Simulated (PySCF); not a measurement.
Structure elucidation problem

Molecular formula: C3H13BN2Si2. Simulated spectra:

1H NMR (600 MHz, computed): δ 4.56 (s, 6H), 2.98 (br, 2H), 2.38 (q, 2H), 1.47 (t, 3H).

13C{1H} NMR (computed): δ 123.0 (C), 11.7 (CH2), 11.1 (CH3).

All values are calculated (PySCF 2.14): structure optimised with PBE0-D3(BJ)/def2-SVP, shielding tensors at CAM-B3LYP/pcSseg-1 (GIAO). Non-relativistic, one averaged value for each set of equivalent atoms, isolated molecule, one conformer.

δ = σ(ref) − σ, references computed at the same level: 1H (σref 31.33), 13C (σref 182.45) vs TMS.

Q: Deduce the structure.

A: 
- 3 carbon signals for 3 carbons: no two carbons are equivalent.
- Carbon types of the structure: 1 × C, 1 × CH2, 1 × CH3, leaving 8 H on heteroatoms.
- δC 123.0: nitrilium-type carbon.
- δC 11.7: sp3 CH2 α to a nitrile; saturated and bonded to C and H only.
- δC 11.1: methyl carbon; saturated and bonded to C and H only.
- δH 4.56: hydrogen on a silicon bonded to N.
- δH 2.98: hydrogen on a boron bonded to 2 N.
- δH 2.38: hydrogen on an sp3 CH2 α to a nitrile.
- δH 1.47: hydrogen on a methyl carbon.

The compound is SMILES C(C)C#[N+][BH2-]N([SiH3])[SiH3].

This is the structure that produced the data.

Hydrogens on boron are broadened and split by 11B (spin 3/2, 80 %) and 10B (spin 3). Shifts are as computed, not scaled to solution data. Of 1211 compounds with measured shifts, 218 miss one by over three times the rms of a fit or turn the order of signals round; such compounds aren't used in these exercises. No couplings were computed; multiplicities are counted from neighbouring protons, with m where these are inequivalent, close in shift, in a saturated or five-membered ring or joined by F or P, and br s for small geminal =CH2 splittings.
